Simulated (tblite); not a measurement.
A tight-binding relaxation on `[SiH3]N[Si@H]1NBCCN1`.

Computed with GFN2-xTB geometry optimisation, gas phase (tblite 0.8.0). Start geometry: from a force field or distance geometry. The input is one job of a driver script: a line of settings, then coordinates in Å.

Command:
```bash
OMP_NUM_THREADS=1 python probes_run.py task.json out
```

Input:
```
{"job": {"kind": "relax", "xc": "GFN2-xTB", "basis": "xTB"}, "charge": 0, "multiplicity": 1}
Si    -3.345300    -0.080000    -0.171600
N     -1.988300     1.078900    -0.121800
Si    -0.509600     0.150200     0.357000
N     -0.056200    -0.960400    -0.975300
B      1.389100    -1.382400    -0.703400
C      2.494500    -0.275000    -0.384500
C      2.091600     0.548800     0.847800
N      0.856200     1.299900     0.623300
H     -3.099500    -1.098700    -1.201400
H     -3.522600    -0.728400     1.143200
H     -4.589400     0.650300    -0.504600
H     -2.186500     1.735000     0.670800
H     -0.770700    -0.605100     1.599500
H     -0.052900    -0.408900    -1.851400
H      1.665800    -2.518300    -0.651200
H      2.615700     0.397500    -1.246900
H      3.469300    -0.777400    -0.182700
H      1.991800    -0.120000     1.744600
H      2.905200     1.272500     1.075500
H      0.636600     1.832100     1.496400
```

Give the output.

```
step      E/eV     max force
  0    -651.04871    2.065
  1    -651.30470    1.423
  2    -651.47348    0.736
  3    -651.51749    0.674
  4    -651.56531    0.416
  5    -651.58806    0.560
  6    -651.63165    0.823
  7    -651.67386    0.709
  8    -651.70498    0.382
  9    -651.72306    0.344
... (102 lines left out)
112    -652.76101    0.019
113    -652.76107    0.017
114    -652.76112    0.014
115    -652.76117    0.016
116    -652.76122    0.018
117    -652.76128    0.017
118    -652.76132    0.011
119    -652.76136    0.013
120    -652.76138    0.012
121    -652.76140    0.010
```

«max force» is the largest atomic force in eV/Å.

From which step on does the largest force stay under 0.1 eV/Å, and how much energy is left to gain from there?

From step 59 (0.083 eV/Å), 28.5 meV above the end.

In short: energy lowered by 39.5 kcal/mol over 121 steps; largest atomic force 0.010 eV/Å at the end.

Estimate the wall time. Hardware: Arm Neoverse N1, one thread, no GPU, shared host with 64 logical CPUs at a one-minute load of 60.

About 1.9 s.
Labels such as C1 count atoms from 1, the log's own numbers from 0.
